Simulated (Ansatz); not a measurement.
Z-matrix (Å, degrees):
```
C
N 1 1.439
H 1 1.095 2 112.1
H 1 1.095 2 112.1 3 121.7
H 1 1.092 2 110.7 3 -119.1
B 2 1.411 1 128.9 3 119.4
H 2 1.006 1 114.0 3 -60.7
O 6 1.377 2 122.5 1 -0.1
C 6 1.574 2 120.7 1 179.9
H 8 0.959 6 114.4 2 0.1
H 9 1.094 6 110.4 2 122.7
H 9 1.093 6 113.7 2 1.2
H 9 1.094 6 110.4 2 -120.1
```

Charge 0, multiplicity 1.

Task: List the PBE/def2-TZVPP orbital energies in eV (Ansatz 0.2.0). (An estimate is asked.)

Result: The calculation gave: Occupied: -509.99, -380.24, -269.75, -267.75, -176.74, -25.00, -22.06, -17.11, -16.33, -13.18, -12.63, -11.48, -10.66, -9.37, -9.37, -8.93, -8.46, -7.87, -7.51, -5.78. Lowest empty: -0.13, 0.61, 0.93, 1.24, 1.84, 2.43, 2.46, 2.65.
